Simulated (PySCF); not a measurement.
## Si²⁺: excitation energy

Si²⁺ [Ne] 3s2 (1S) → Si²⁺ [Ne] 3d2 (3F), as a difference of total energies. All numbers are calculated (PySCF 2.14, the non-relativistic Hamiltonian (point nucleus), in aug-cc-pwCVDZ (6s5p3d, 36 functions)). Correlated levels: nothing frozen. The calculations carry no spin-orbit coupling.

| method | excitation energy (cm⁻¹) |
| --- | --- |
| UHF | 291730 |
| MP2 (all electrons) | 301010 |
| SCS-MP2 (all electrons) | 301750 |
| CCSD (all electrons) | 303290 |
| CCSD(T) (all electrons) | 303510 |

The upper state lies above the first ionisation limit, where it may autoionise and the basis confines it.

The promoted electron is Rydberg-like, and one or two diffuse shells describe it only roughly, which tends to raise the upper state.
